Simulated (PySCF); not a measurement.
# Computed records: B2H4NO

Computed with PySCF 2.14.0. Calculation on a computer-drawn molecule: the log of a Hartree-Fock and frozen-core CCSD(T) single point meant for a local Hartree-Fock minimum, with one planted fault or none, to be diagnosed. Offsets are logged minus clean, where the clean run is the same molecule without the fault. The reference is restricted for singlets and unrestricted otherwise, and also for a bond in bohr or an excited solution. Adding or removing an electron swaps singlet and doublet. The excited solution moves the top pair (singlet) or top alpha electron (doublet) to the lowest empty orbital. Highest occupied and lowest empty are orbital energies over both spins, largest force is the largest gradient component, triples share is (T) over the correlation energy, the T1 limit is 0.02 restricted and 0.045 unrestricted, electrons count all cores, a negative frequency is imaginary (commonest isotopes), and the dipole is about the centre of nuclear charge.

```xyz
8
formula=B2H4NO meant_charge=-1 meant_multiplicity=1 meant_basis=aug-cc-pVDZ logged_electrons=30 logged_basis_functions=128 logged_SCF_converged=yes logged_spin_squared=0 logged_highest_occupied=-3.6263 logged_lowest_empty=3.3504 logged_largest_force=0.1548 logged_T1_diagnostic=0.01404 logged_D1_diagnostic=0.031493 logged_triples_share=0.032268 logged_CC_converged=yes logged_dipole_magnitude=1.6623 logged_SCF_stable_within_its_kind=yes logged_energy_HF=-181.03613 logged_energy_CCSD(T)=-181.64962 possible_faults=no_fault,one_electron_removed,one_electron_added,multiplicity_raised_by_two,geometry_at_a_saddle_point,SCF_held_on_an_excited_solution,minimal_basis_STO-3G,one_bond_length_entered_in_bohr,all_coordinates_scaled
B     -2.5802    -0.3495     3.1251
N     -2.4368    -0.0455     2.0401
B     -2.2626     0.3369     0.6807
O     -1.0661    -0.1944     0.2278
H     -2.7202    -0.6396     4.1663
H     -2.2536     1.4976     0.6048
H     -3.1558    -0.0612     0.0509
H     -0.9617     0.0445    -0.6032
```

Units: logged_highest_occupied, logged_lowest_empty in eV; logged_largest_force in hartree/bohr; logged_dipole_magnitude in debye; logged_energy_HF, logged_energy_CCSD(T) in hartree.

Drawn bonds:
```
atom  other atom  order
   1           2      2
   2           3      1
   3           4      1
   1           5      1
   3           6      1
   3           7      1
   4           8      1
```

Questions
1. Give the missing planted fault for B2H4NO.

Answers
1. all coordinates scaled, by -7.4 %

Further results for B2H4NO:

* HF energy offset from clean run: 32.67 kcal/mol
* CCSD(T) energy offset from clean run: 43.65 kcal/mol
